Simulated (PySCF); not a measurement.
CdS, SMILES [S]=[Cd].

Geometry: PBE-D3(BJ)/def2-TZVPD. The def2 effective core potentials stand for the cores of Cd; spin–orbit coupling is left out.

Method: PBE-D3(BJ)/def2-TZVPD run with PySCF.

Frequencies are harmonic and unscaled.

Computed vibrational spectrum:
```
mode  ν (cm⁻¹)  IR (km/mol)  moving atoms (share of kinetic energy)
----  --------  -----------  --------------------------------------
1          375          5.0                         S 78 %, Cd 22 %
```
